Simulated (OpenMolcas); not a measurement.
# Cu4+: effect of the basis set

```yaml
Program: OpenMolcas 26.06
Method: CASSCF
Active_space: 7 electrons in 5 orbitals (3d)
State_averaging: 2S+1 = 4 even, 10 roots; 2S+1 = 2 even, 40 roots
Spin-orbit_coupling: RASSI with atomic mean-field integrals over the reference wave functions, term energies averaged over their components
```

A. ANO-RCC-VDZP [5s4p2d1f], DKH2, point nucleus; cost roughly 10 core-seconds
B. ANO-RCC-VTZP [6s5p3d2f1g], DKH2, point nucleus; cost of the order of 11 core-seconds
C. ANO-L-VTZP [6s5p3d2f1g], non-relativistic, point nucleus; cost of the order of 16 core-seconds
D. ANO-R2 [6s4p4d2f1g], X2C, finite nucleus; cost of the order of 18 core-seconds
E. ANO-RCC-VQZP [7s6p4d3f2g1h], DKH2, point nucleus; cost of the order of 13 core-seconds
F. ANO-R3 [7s5p5d3f2g1h], X2C, finite nucleus; cost of the order of 14 core-seconds

Energies in cm⁻¹ above 3d⁷ ⁴F_9/2, the measured ground level; measured values from Sugar and Musgrove, J. Phys. Chem. Ref. Data 19, 527 (1990).

```json
{"Level": "3d⁷ ⁴F_9/2", "A": "0.0", "B": "0.0", "C": "0.0", "D": "0.0", "E": "0.0", "F": "0.0", "Measured": "0.0"}
{"Level": "3d⁷ ⁴F_7/2", "A": "1658", "B": "1546", "C": "1578", "D": "1546", "E": "1543", "F": "1559", "Measured": "1616"}
{"Level": "3d⁷ ⁴F_5/2", "A": "2850", "B": "2665", "C": "2718", "D": "2664", "E": "2659", "F": "2685", "Measured": "2759"}
{"Level": "3d⁷ ⁴F_3/2", "A": "3657", "B": "3424", "C": "3491", "D": "3424", "E": "3418", "F": "3450", "Measured": "3528"}
{"Level": "3d⁷ ⁴P_5/2", "A": "24873", "B": "24909", "C": "24966", "D": "24946", "E": "24924", "F": "24952", "Measured": "20827"}
{"Level": "3d⁷ ²G_9/2", "A": "24962", "B": "25097", "C": "25134", "D": "25134", "E": "25115", "F": "25133", "Measured": "22575"}
{"Level": "3d⁷ ⁴P_3/2", "A": "25293", "B": "25335", "C": "25392", "D": "25372", "E": "25349", "F": "25378", "Measured": "21066"}
{"Level": "3d⁷ ⁴P_1/2", "A": "26157", "B": "26119", "C": "26197", "D": "26155", "E": "26131", "F": "26170", "Measured": "21935"}
{"Level": "3d⁷ ²G_7/2", "A": "26569", "B": "26594", "C": "26662", "D": "26632", "E": "26611", "F": "26644", "Measured": "24100"}
{"Level": "3d⁷ ²P_3/2", "A": "32874", "B": "33041", "C": "33093", "D": "33084", "E": "33058", "F": "33084", "Measured": "27016"}
{"Level": "3d⁷ ²H_11/2", "A": "33161", "B": "33310", "C": "33368", "D": "33355", "E": "33328", "F": "33357", "Measured": "30402"}
{"Level": "3d⁷ ²P_1/2", "A": "34593", "B": "34636", "C": "34724", "D": "34683", "E": "34653", "F": "34696", "Measured": "28367"}
{"Level": "3d⁷ ²H_9/2", "A": "34623", "B": "34663", "C": "34751", "D": "34710", "E": "34680", "F": "34724", "Measured": "31823"}
{"Level": "3d⁷ ²D_5/2(1)", "A": "35946", "B": "36128", "C": "36188", "D": "36175", "E": "36146", "F": "36176", "Measured": "30966"}
{"Level": "3d⁷ ²D_3/2(1)", "A": "38554", "B": "38528", "C": "38645", "D": "38579", "E": "38545", "F": "38603", "Measured": "33292"}
{"Level": "3d⁷ ²F_5/2", "A": "56961", "B": "57235", "C": "57333", "D": "57303", "E": "57254", "F": "57304", "Measured": "49490"}
{"Level": "3d⁷ ²F_7/2", "A": "57675", "B": "57896", "C": "58009", "D": "57965", "E": "57915", "F": "57972", "Measured": "50072"}
{"Level": "3d⁷ ²D_3/2(2)", "A": "88786", "B": "89311", "C": "89448", "D": "89408", "E": "89332", "F": "89403", "Measured": "76838"}
{"Level": "3d⁷ ²D_5/2(2)", "A": "89588", "B": "90054", "C": "90208", "D": "90152", "E": "90075", "F": "90153", "Measured": "77668"}
```

Deviations, from unrounded energies. A percentage is the sum of absolute deviations over the sum of measured energies, with the sign that they share, or ± where signs differ.

| Against measurement | Levels | A | B | C | D | E | F |
| --- | --- | --- | --- | --- | --- | --- | --- |
| mean absolute deviation (cm-1) | 18 | 4700 | 4800 | 4900 | 4900 | 4800 | 4900 |
| fine structure of the ground term (%) | 3 | +3.3 | -3.4 | -1.5 | -3.4 | -3.6 | -2.6 |
| other terms of the ground configuration (%) | 15 | +15.4 | +15.8 | +16.0 | +16.0 | +15.9 | +16.0 |

A, B, C, D, E, F lie about equally close to measurement. The largest miss of A in the table is 3d⁷ ²D_3/2(2), by +12000 cm-1. The ranking rests on the paired levels alone, and a cruder setting can come out closer through cancelling errors.

Among A to F the level of the table that moves most is 3d⁷ ²D_3/2(2), by 660 cm-1 (lowest in A, highest in C).

Without dynamic correlation excited terms often stand tens of per cent too high (terms of higher spin than the ground term too low), and those without a measured partner can miss by more than the paired ones. The basis is small and was not contracted for so high a charge (holds for A). Measured partners are found by configuration, term and J. A level has none where our copy of the source lacks it or the pairing is in doubt (some pairs that miss far off the trend of their configuration count as doubtful), and it then counts in no deviation. Only configurations of the active space appear.

A number in round brackets counts repeated terms of one configuration in the order of the reference energies.
